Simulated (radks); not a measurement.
Q: Neutral chromium: order these configurations by energy. Method: Dirac Kohn-Sham, PBE, spin-unpolarised, spherical densities, finite nucleus; Fermi nuclear charge, rms radius of each element as measured or else 0.836 A^(1/3) + 0.57 fm; computed with a radial shooting solver on a logarithmic mesh with Libxc functionals. Sub-shells are occupied by j as written (lower j first in brackets). [Ar] 3d(3/2: 3, 5/2: 0) 4s2 4p(1/2: 1, 3/2: 0); [Ar] 3d(3/2: 3, 5/2: 1) 4s1 4p(1/2: 1, 3/2: 0); [Ar] 3d(3/2: 3, 5/2: 1) 4s2; [Ar] 3d(3/2: 4, 5/2: 0) 4s1 4p(1/2: 1, 3/2: 0); [Ar] 3d(3/2: 4, 5/2: 0) 4s2; [Ar] 3d(3/2: 4, 5/2: 1) 4s1.

A: From the lowest, in eV above it: [Ar] 3d(3/2: 4, 5/2: 0) 4s2 0.000; [Ar] 3d(3/2: 3, 5/2: 1) 4s2 0.089; [Ar] 3d(3/2: 4, 5/2: 1) 4s1 0.160; [Ar] 3d(3/2: 4, 5/2: 0) 4s1 4p(1/2: 1, 3/2: 0) 3.576; [Ar] 3d(3/2: 3, 5/2: 1) 4s1 4p(1/2: 1, 3/2: 0) 3.666; [Ar] 3d(3/2: 3, 5/2: 0) 4s2 4p(1/2: 1, 3/2: 0) 6.805.
